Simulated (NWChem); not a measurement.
System: GeSiH6O2; SMILES [SiH2]([O][GeH3])O

Input file for NWChem:

```
start job
memory heap 200 mb stack 900 mb global 1100 mb
geometry units angstroms noautosym nocenter noautoz
  O      0.872669    -2.282499     0.383496
  Si    -0.577484    -1.662992    -0.140721
  O     -0.432462    -0.113015    -0.694390
  Ge     0.034615     1.441840     0.040717
  H      1.538662    -2.449508    -0.289838
  H     -1.120175    -2.456153    -1.279854
  H     -1.460821    -1.720831     1.054947
  H     -0.719600     2.524093    -0.744164
  H      1.556756     1.607621    -0.107181
  H     -0.376847     1.434964     1.525234
end
basis spherical
  * library sto-3g
end
dft
  xc hfexch
  iterations 150
end
property
  shielding
end
task dft property
```

STO-3G and 3-21G are far too small for this property and stand as cheap habits. The geometry was optimised at PBE0/def2-SVP.

GIAO values for the isolated, static molecule; σ is the absolute isotropic shielding, δ = σ(reference) − σ with the isolated reference molecule computed at the same levels (1H: tetramethylsilane, 17O: water, 29Si: tetramethylsilane).

Atoms are numbered as in the input.

Question: What results follow from this input? (Hartree-Fock/STO-3G, GIAO.) Quantities: δ Si2 (ppm); δ O3 (ppm); σ Ge4 (ppm); δ H5 (ppm); δ H6 (ppm); δ H7 (ppm); δ H8 (rotor mean) (ppm).

Answer: 
| Property | Result |
|---|---|
| δ Si2 (ppm) | -15.1 |
| δ O3 (ppm) | -215.6 |
| σ Ge4 (ppm) | 2340.1 |
| δ H5 (ppm) | -3.54 |
| δ H6 (ppm) | 2.23 |
| δ H7 (ppm) | 2.03 |
| δ H8 (rotor mean) (ppm) | 1.64 |
